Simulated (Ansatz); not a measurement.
HO$_{4}$S (SMILES O=S(=O)([O-])O), charge -1, singlet, geometry from GFN2-xTB (a gas-phase anion, which may not be bound at this level), with bond 3-2 at 1.5 times its length; HF/6-31G (Ansatz, a program for electronic structure).

The Ansatz input:
Ansatz 0.2 input:
```yaml
crystal:
  periodic: [false, false, false]
  atoms:
    - {symbol: O, position_ang: [1.38992049, -0.28176098, -0.58148330]}
    - {symbol: S, position_ang: [-0.13445586, 0.02400851, 0.02026324]}
    - {symbol: O, position_ang: [0.24902764, -0.03358859, 2.17774773]}
    - {symbol: O, position_ang: [-0.97063154, -1.05348789, -0.46961795]}
    - {symbol: O, position_ang: [-0.49393968, 1.33543365, -0.48378888]}
    - {symbol: H, position_ang: [1.77890124, -0.27049776, 0.28621944]}
basis:
  gaussian:
    orbitals: 6-31G
hamiltonian:
  xc: hf
total_charge: -1
```

What the program printed (banner, timings and long lists left out):

```
Functional definition: HF
481 factors; integrals over basis functions are off by at most 2.5e-4 eV
mean field evaluation 1: about -18954.5252 eV, gradient 6.2e1 eV
mean field evaluation 2: about -18954.5504 eV, gradient 6.2e1 eV
mean field evaluation 4: about -18967.0239 eV, gradient 1.0e1 eV
mean field evaluation 8: about -18967.7488 eV, gradient 4.1e-1 eV
mean field evaluation 16: about -18963.0813 eV, gradient 6.3e0 eV
mean field -18967.74856305 eV, -697.0519028904 hartree, gradient 5.4e-5 eV, S^2 0.000000; 0 other end points of the search recorded, 0 dependent functions left out
reference -18967.74856305 eV, -697.0519028904 hartree; 25, 25 occupied and 26, 26 virtual orbitals, 481 factors
Total energy: -18967.74856305 eV, -697.0519028904 hartree
```
